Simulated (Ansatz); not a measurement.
Energy needed to pull apart CH₃InO (SMILES O=[CH][InH2]), closed shell, into free ground-state atoms, from the structure below (displaced at random from a GFN2-xTB minimum); no zero-point or spin–orbit terms; open-shell atoms are treated unrestricted, in their ground-state multiplicity.

| atom | x (Å) | y (Å) | z (Å) |
| --- | --- | --- | --- |
| O1 | -0.6472 | -1.8122 | 0.9256 |
| C2 | -0.2894 | -1.2039 | -0.0793 |
| In3 | 0.2556 | 1.0294 | 0.0558 |
| H4 | -0.1288 | -1.6673 | -0.9403 |
| H5 | 0.7673 | 1.7543 | -1.5291 |
| H6 | 0.2518 | 2.0407 | 1.4765 |

Program: Ansatz 0.2.0. Basis: def2-TZVPP. Cores are frozen in the correlated methods. Filled d shells of the heavier atoms are correlated. Core potentials replace the inner electrons of the atoms past krypton. The def2 sets are not built for correlating such inner shells, so the correlated values are less sure here.

```csv
method,atomization energy (eV)
PBE-D4,18.72
r2SCAN-D4,18.23
PBE0-D4,18.06
r2SCANh-D4,?
HSE06-D4,?
wB97M-V,18.27
HF,11.90
MP2,17.90
CCSD,17.32
CCSD(T),17.73
```

Q: What does r2SCANh-D4 give? (Judge from chemistry; the value comes from the calculation.)

A: The calculation gives: 18.00 eV, which is about 0.26 eV more than CCSD(T)/def2-TZVPP.

Q: What does HSE06-D4 give? (An estimate is asked for; the value comes from the calculation.)

A: Computed: 18.08 eV, which is about 0.34 eV more than CCSD(T)/def2-TZVPP.

In triple zeta the MP2 and coupled-cluster atomization energies are still short of their basis limit by a few kcal/mol a bond, whereas those of the functionals are nearly converged, so these differences are not deviations from converged CCSD(T).

No T1 diagnostic of these runs exceeds 0.018.

For scale, one of the runs: CCSD(T)/def2-TZVPP forces, 154 basis functions (an equivalent command: `ansatz run in.yaml --threads 4`). Time: 90 s of wall clock on 4 CPU threads; the host was shared. Peak host memory: 2.2 GiB.
